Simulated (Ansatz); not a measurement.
PBE exchange is replaced step by step with exact exchange (0 % is PBE, 25 % PBE0; no dispersion term), basis def2-TZVP, Ansatz. System: the cluster Cs5⁺. Charge 1, multiplicity 1. Geometry: r2SCAN/def2-TZVP.

Geometry of the singlet:

Cartesian coordinates in Å:
```
Cs 1.725 3.959 1.429
Cs -3.361 4.452 2.007
Cs -0.515 -5.669 -1.853
Cs -1.287 -0.301 -0.063
Cs 3.439 -2.441 -1.520
```

In the def2 sets Cs takes a core potential; there is no spin–orbit coupling. The restricted singlet is unstable towards broken spin symmetry at other levels; at PBE with 5 % exact exchange/def2-TZVP, PBE with 10 % exact exchange/def2-TZVP, PBE with 15 % exact exchange/def2-TZVP, PBE with 35 % exact exchange/def2-TZVP and others this wasn't settled. The geometry of the singlet was relaxed on an unsound state (restricted singlet, unstable towards broken spin symmetry). The structure comes from a short search, and lower isomers may exist.

```
exact exchange (%)  HOMO (eV)  LUMO (eV)  gap (eV)
                 0      -4.44      -3.90      0.54
                 5      -4.49      -3.82      0.67
                10      -4.53      -3.74      0.80
                15      -4.58      -3.66      0.93
                25      -4.68      -3.49      1.19
                35      -4.79      -3.33      1.45
                50      -4.95      -3.10      1.85
```
